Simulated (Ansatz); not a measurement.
Frontier orbitals of C$_{3}$H$_{11}$NO$_{3}$Ti (`CC[N](C)[Ti]([OH])([OH])[OH]`).

Charge 0, multiplicity 1. Correlated methods include outer-core shells of Ti, which these sets cover unevenly. Scalar relativity is left out up to krypton. Geometry: relaxed with PBE0-D4/def2-TZVP. It is one conformer, not always the lowest. Basis def2-TZVPP, Ansatz.

Orbital energies of one run (eV). Highest occupied ones, from the top: -5.33, -7.00, -7.53, -7.57, -7.70, -8.09, -8.11, -8.32, -8.43, -8.76, -9.25, -10.13, -10.94, -11.43. Empty: -2.20, -1.80, -1.09, -1.03, -0.75, -0.43.

Q: Which functional gave them?
A. r2SCAN0
B. B3LYP
C. LDA (SPW92)
D. HSE06 (plane-wave form)

A: C. HOMO energies: LDA (SPW92) -5.33, HSE06 -6.05, r2SCAN0 -6.61, B3LYP -6.26 eV.

B3LYP here is the variant with VWN-RPA as its local correlation; programs differ in this.
